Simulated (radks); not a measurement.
All-electron atom: Dy4+ in [Xe] 4f8 (the NIST ground configuration).

Calculated with a radial shooting solver on a logarithmic mesh with Libxc functionals: scalar-relativistic Kohn-Sham, r2SCAN, spin-polarised, spherical densities, finite nucleus; open shells are filled with parallel spins first (spin-orbit coupling, left out, can overturn this in heavy ions); meta-GGA in the generalised Kohn-Sham scheme; Fermi nuclear charge, rms radius 5.2218 fm.

Energy parts (eV):
total: -330742.96
kinetic: 356801.38
electron-nucleus: -806083.71
Hartree: 125668.83
exchange-correlation: -7129.46

Orbitals (lengths in bohr, moments of r in powers of bohr; <r^-3> diverges for s and p1/2; r(90%) holds 90 % of the orbital's charge):
orbital  occ.  eigenvalue (eV)  r(90%)  <r^-3>      <r>      <r^2>
1s up       1        -53782.48  0.0382       -  0.02112  0.0006096
1s down     1        -53782.47  0.0382       -  0.02112  0.0006096
2s up       1        -9023.625   0.139       -  0.08976   0.009519
2s down     1        -9023.624   0.139       -  0.08975   0.009519
2p up       3        -8009.323   0.129   12810  0.07947   0.007711
2p down     3        -8009.307   0.129   12810  0.07946   0.007711
3s up       1        -2061.936   0.344       -   0.2343    0.06275
3s down     1        -2058.539   0.343       -   0.2341    0.06263
3p up       3        -1748.969   0.349    2730   0.2333    0.06311
3p down     3        -1745.569   0.349    2738   0.2330    0.06295
3d up       5        -1345.909   0.330   363.8   0.2123    0.05295
3d down     5        -1343.283   0.330   364.9   0.2120    0.05277
4s up       1        -458.9240   0.759       -   0.5288     0.3154
4s down     1        -451.4192   0.759       -   0.5290     0.3156
4p up       3        -355.0453   0.812   613.0   0.5594     0.3557
4p down     3        -347.5699   0.813   611.2   0.5597     0.3562
4d up       5        -212.9206   0.906   69.27   0.6045     0.4233
4d down     5        -205.4593   0.909   68.88   0.6060     0.4259
4f up       7         -57.5921    1.25   10.40   0.7514     0.7081
4f down     1         -50.6977    1.32   10.02   0.7791     0.7731
5s up       1         -98.0100    1.77       -    1.240      1.723
5s down     1         -94.7870    1.81       -    1.265      1.791
5p up       3         -71.1842    2.03   95.34    1.409      2.234
5p down     3         -68.9173    2.08   88.36    1.439      2.327

The highest occupied level is 4f down at -50.698 eV. Summed over all electrons, <r^2> = 31.04 bohr^2, which gives a Langevin (diamagnetic) susceptibility term of -24.6 x 10^-6 cm^3/mol. Spin moment in Bohr magnetons: 6. The density falls to 0.001 e/bohr^3 at r = 3.02 bohr.
